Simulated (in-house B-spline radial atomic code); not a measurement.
Mn⁺. Computed with a B-spline radial atomic code. Model: non-relativistic spherical atom: semilocal Troullier-Martins pseudo-atom, one channel per l, against all electrons, high spin, G0W0 and RPA with empty states to l = 8, local potential for every l without a channel, a model core (radius 0 = none) keeps its share of the functional.

What the tables leave out is listed at the end.

The pseudopotential gives back the lowest level of each angular momentum of its own functional in the configuration it was made in; a second state of the same l is only approximately right. Exact exchange, RPA and GW see the smooth pseudo-orbitals and miss the exchange with the core, for which the functional's share stands in. The column with an uncorrelated core keeps all orbitals and exact exchange, and so separates missing core correlation from pseudisation. Only the three outermost levels and the lowest empty one were computed. RPA here is direct RPA, with no exchange kernel, and its energies carry an (l + 1/2)⁻⁴ tail. A hybrid on a potential with a model core restores only its own semilocal share of the core's exchange.

Command:
```bash
python run_psgw.py task.json out
```
Settings (lengths in bohr, energies in hartree):
```
Z                      25
electrons              24
configuration          [Ar] 3d5 4s1
generated_in           [Ar] 3d5 4s2
functional             pbe,pbe
core_shells            4
radius_factor          0.8
core_correction        False
ion_configuration      [Ar] 3d5
```

Cost of the run: 68 s on 1 thread of Arm Neoverse N1, with other jobs on the host.

Given: made with PBE; model core radius 0 bohr; local radius 0.817 bohr; mean-field start PBE.

Valence shells of the generating configuration: 3p, 3d, 4s.

Channel: s 2.018, p 0.605, d 1.822 (radii in bohr).

Computed: largest level miss in the spin-unpolarised generating configuration 0.002 eV; valence RPA correlation energy pseudo -0.85496 hartree; all-electron RPA polarisability, core included 20.92 bohr³; pseudo-atom RPA polarisability 20.829 bohr³; ionisation by mean-field all-electron 16.104 eV; ionisation by mean-field pseudo minus all -0.01 eV; ionisation by RPA all-electron 16.113 eV.

```json
{"level": "4s up", "occupied": "1", "mean-field all-electron (eV)": "-12.457", "mean-field pseudo minus all (eV)": "0.021", "G0W0 all-electron (eV)": "-16.245", "G0W0 uncorrelated core minus all (eV)": "-0.038", "G0W0 pseudo minus all (eV)": "-0.866", "exchange self-energy all-electron (eV)": "-12.141", "exchange self-energy pseudo (eV)": "-12.439"}
{"level": "3d down (empty)", "occupied": "0", "mean-field all-electron (eV)": "-11.609", "mean-field pseudo minus all (eV)": "0.785", "G0W0 all-electron (eV)": "-6.5809", "G0W0 uncorrelated core minus all (eV)": "0.233", "G0W0 pseudo minus all (eV)": "1.265", "exchange self-energy all-electron (eV)": "-12.284", "exchange self-energy pseudo (eV)": "-7.9724"}
```

Task: What is the valence RPA correlation energy all-electron orbitals?

Result: -0.70883 hartree.

Task: What is the ionisation by RPA pseudo minus all?

Result: 1.132 eV.

Given: mean-field start PBE0.

Computed: valence RPA correlation energy pseudo -0.81534 hartree; pseudo-atom RPA polarisability 16.802 bohr³; ionisation by mean-field all-electron 15.785 eV; ionisation by mean-field pseudo minus all 0.409 eV; ionisation by RPA all-electron 15.974 eV; ionisation by RPA pseudo minus all 1.223 eV.

```
  level  occupied  mean-field all-electron (eV)  mean-field pseudo minus all (eV)  G0W0 all-electron (eV)  G0W0 uncorrelated core minus all (eV)  G0W0 pseudo minus all (eV)  exchange self-energy all-electron (eV)  exchange self-energy pseudo (eV)
  4s up         1                       -13.131                            -0.332                 -16.121                                 -0.035                      -1.052                                 -11.911                           -12.897
  3d up         1                       -18.885                             0.134                 -23.356                                    0.1                       0.747                                 -39.917                             -34.8
3p down         1                       -61.533                             1.649                 -66.029                                 -0.503                       2.311                                 -43.889                           -32.339
```

Task: What is the valence RPA correlation energy all-electron orbitals?

Result: -0.66847 hartree.

Task: What is the all-electron RPA polarisability, core included?

Result: 18.239 bohr³.

Given: mean-field start Hartree-Fock.

Computed: valence RPA correlation energy all-electron orbitals -0.57751 hartree; valence RPA correlation energy pseudo -0.72151 hartree; all-electron RPA polarisability, core included 14.148 bohr³; pseudo-atom RPA polarisability 10.17 bohr³; ionisation by mean-field all-electron 14.687 eV; ionisation by RPA pseudo minus all 1.366 eV.

```tsv
level	occupied	mean-field all-electron (eV)	mean-field pseudo minus all (eV)	G0W0 all-electron (eV)	G0W0 uncorrelated core minus all (eV)	G0W0 pseudo minus all (eV)	exchange self-energy all-electron (eV)	exchange self-energy pseudo (eV)
4s up	1	-14.803	-1.882	-15.763	-0.025	-1.397	-11.108	-14.552
3d up	?	?	?	?	?	?	?	?
3p down	1	-68.535	4.446	-67.142	-0.463	2.834	-43.536	-32.148
4s down (empty)	0	-5.8371	-0.146	-6.9358	-0.009	0.004	-0.74102	-0.75837
```

Task: What belongs in the row 3d up?

Result: occupied: 1; mean-field all-electron (eV): -25.398; mean-field pseudo minus all (eV): 1.171; G0W0 all-electron (eV): -24.364; G0W0 uncorrelated core minus all (eV): 0.108; G0W0 pseudo minus all (eV): 1.06; exchange self-energy all-electron (eV): -40.564; exchange self-energy pseudo (eV): -35.047.

Task: What is the ionisation by mean-field pseudo minus all?

Result: 1.776 eV.

Task: What is the ionisation by RPA all-electron?

Result: 15.664 eV.

Among the listed levels the largest G0W0 shift of the pseudo-atom is +2.83 eV, for 3p down on the Hartree-Fock start, while leaving the core uncorrelated moves that level by -0.46 eV. So pseudisation and the lost core exchange, not the missing core correlation, make the error. Not in the tables (levels of low weight, unsolved or above zero; the highest and the empty levels are kept at any weight): on PBE the G0W0 levels 3d up (pseudo minus all +0.64 eV, weights 0.72 and 0.60), 3p down (pseudo minus all +1.95 eV, weights 0.72 and 0.65).
